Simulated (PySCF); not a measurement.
PySCF input (M06-2X/def2-TZVPD):

```python
from pyscf import gto, scf, dft

mol = gto.M(
    atom='''
    C    -0.95273326   -0.39101067    0.05280863
    C     0.45723761   -0.10827798    0.51663460
    Cl    1.25883918   -1.79896242    0.05950799
    Cl    1.14772050    1.09116141   -0.77441006
    Cl   -2.08758265    0.98740733    0.53967869
    H    -1.11745911   -0.49839477   -1.02245373
    H    -1.33217657   -1.25918047    0.58459201
    ''',
    basis='def2-tzvpd',
    charge=-1,
    spin=0,
    verbose=4,
)

mf = dft.RKS(mol, xc='m062x').density_fit(auxbasis='def2-universal-jkfit')
mf.grids.level = 4
mf.conv_tol = 1e-9
mf.max_cycle = 100
mf.max_memory = 1500
mf.kernel()
if not mf.converged:
    mf = mf.newton()
    mf.kernel(mf.make_rdm1())
mf.analyze()
```

End of the output:

```
Extra cycle  E= -1458.01094321585  delta_E= 3.18e-12  |g|= 1.22e-05  |ddm|= 4.51e-05
converged SCF energy = -1458.01094321585
**** SCF Summaries ****
Total Energy =                       -1458.010943215853104
Nuclear Repulsion Energy =             316.597832449518307
One-electron Energy =                -2653.756584181768176
Two-electron Energy =                  879.147808516396708
Two-electron Coulomb Energy =          975.608262387725176
DFT Exchange-Correlation Energy =      -96.460453871328411
HOMO-LUMO gap [eV] =                     5.524033317582889
**** MO energy ****
MO #1   energy= -102.482330206506  occ= 2
MO #2   energy= -102.455134235434  occ= 2
MO #3   energy= -102.450533724187  occ= 2
MO #4   energy= -10.4462653847956  occ= 2
MO #5   energy= -10.4377157272442  occ= 2
MO #6   energy= -9.64469659483015  occ= 2
MO #7   energy= -9.6170540147338   occ= 2
MO #8   energy= -9.61266655809429  occ= 2
MO #9   energy= -7.36634595552029  occ= 2
MO #10  energy= -7.36184558540988  occ= 2
MO #11  energy= -7.36173800566085  occ= 2
MO #12  energy= -7.33830984380918  occ= 2
MO #13  energy= -7.33443454879492  occ= 2
MO #14  energy= -7.33422521631802  occ= 2
MO #15  energy= -7.33394977203645  occ= 2
MO #16  energy= -7.33003112863572  occ= 2
MO #17  energy= -7.32981897045224  occ= 2
MO #18  energy= -0.80600576872682  occ= 2
MO #19  energy= -0.758510407818566 occ= 2
MO #20  energy= -0.711727567317361 occ= 2
MO #21  energy= -0.628568884038206 occ= 2
MO #22  energy= -0.471231139618112 occ= 2
MO #23  energy= -0.380118505717249 occ= 2
MO #24  energy= -0.337789063219791 occ= 2
MO #25  energy= -0.302147314106001 occ= 2
MO #26  energy= -0.258276912956832 occ= 2
MO #27  energy= -0.239124355968867 occ= 2
MO #28  energy= -0.219423352892236 occ= 2
MO #29  energy= -0.210798593979296 occ= 2
MO #30  energy= -0.19793831327975  occ= 2
MO #31  energy= -0.192969484754268 occ= 2
MO #32  energy= -0.177627429013015 occ= 2
MO #33  energy= -0.0814739653842658 occ= 2
MO #34  energy= 0.121530516398573  occ= 0
MO #35  energy= 0.128416925073462  occ= 0
MO #36  energy= 0.136259236259253  occ= 0
MO #37  energy= 0.14937323404419   occ= 0
MO #38  energy= 0.158580368876052  occ= 0
MO #39  energy= 0.174667547532007  occ= 0
MO #40  energy= 0.180529521531026  occ= 0
MO #41  energy= 0.184024197229481  occ= 0
MO #42  energy= 0.185503112403228  occ= 0
MO #43  energy= 0.19072968628891   occ= 0
MO #44  energy= 0.210384001793478  occ= 0
MO #45  energy= 0.224320044613169  occ= 0
MO #46  energy= 0.250629420463262  occ= 0
MO #47  energy= 0.254097091180519  occ= 0
MO #48  energy= 0.260244440047106  occ= 0
MO #49  energy= 0.278187302214168  occ= 0
MO #50  energy= 0.287361466194101  occ= 0
MO #51  energy= 0.305996790805482  occ= 0
MO #52  energy= 0.323619637198884  occ= 0
MO #53  energy= 0.327694443747525  occ= 0
MO #54  energy= 0.341845388776926  occ= 0
MO #55  energy= 0.364908453158635  occ= 0
MO #56  energy= 0.373839892554836  occ= 0
MO #57  energy= 0.38475716219167   occ= 0
MO #58  energy= 0.393545226904657  occ= 0
MO #59  energy= 0.394962661202974  occ= 0
MO #60  energy= 0.405059535230601  occ= 0
MO #61  energy= 0.408867965824769  occ= 0
MO #62  energy= 0.41324498792079   occ= 0
MO #63  energy= 0.419773432673301  occ= 0
MO #64  energy= 0.429662969667763  occ= 0
MO #65  energy= 0.434419202664551  occ= 0
MO #66  energy= 0.436136084469732  occ= 0
MO #67  energy= 0.446249495597106  occ= 0
MO #68  energy= 0.45922414828688   occ= 0
MO #69  energy= 0.465166991813775  occ= 0
MO #70  energy= 0.46886739845685   occ= 0
MO #71  energy= 0.473629906291345  occ= 0
MO #72  energy= 0.482420804725301  occ= 0
MO #73  energy= 0.483394300654562  occ= 0
MO #74  energy= 0.491201563649315  occ= 0
MO #75  energy= 0.520032163111157  occ= 0
MO #76  energy= 0.522869756870662  occ= 0
MO #77  energy= 0.539038411171794  occ= 0
MO #78  energy= 0.54640624762545   occ= 0
MO #79  energy= 0.565572693844214  occ= 0
MO #80  energy= 0.572350132103556  occ= 0
MO #81  energy= 0.580837983639898  occ= 0
MO #82  energy= 0.586042936191437  occ= 0
MO #83  energy= 0.601570050076433  occ= 0
MO #84  energy= 0.629612905215281  occ= 0
MO #85  energy= 0.641284676921711  occ= 0
MO #86  energy= 0.665530486057248  occ= 0
MO #87  energy= 0.679261038266093  occ= 0
MO #88  energy= 0.692957835558567  occ= 0
MO #89  energy= 0.705407382017081  occ= 0
MO #90  energy= 0.720783824536717  occ= 0
MO #91  energy= 0.743244011905386  occ= 0
MO #92  energy= 0.757009099259741  occ= 0
MO #93  energy= 0.780126976190402  occ= 0
MO #94  energy= 0.80337064844085   occ= 0
MO #95  energy= 0.808092963369373  occ= 0
MO #96  energy= 0.820529977375125  occ= 0
MO #97  energy= 0.825037472348071  occ= 0
MO #98  energy= 0.830327942657074  occ= 0
MO #99  energy= 0.834559045117881  occ= 0
MO #100 energy= 0.839927809498779  occ= 0
MO #101 energy= 0.848582180708891  occ= 0
MO #102 energy= 0.853516602238148  occ= 0
MO #103 energy= 0.85577512967567   occ= 0
MO #104 energy= 0.87028788910959   occ= 0
MO #105 energy= 0.879007413739221  occ= 0
MO #106 energy= 0.884852326571039  occ= 0
MO #107 energy= 0.888695652015696  occ= 0
[...]
```

It need not be the lowest isomer of its formula. Whether it binds its extra electron was not tested at this geometry.
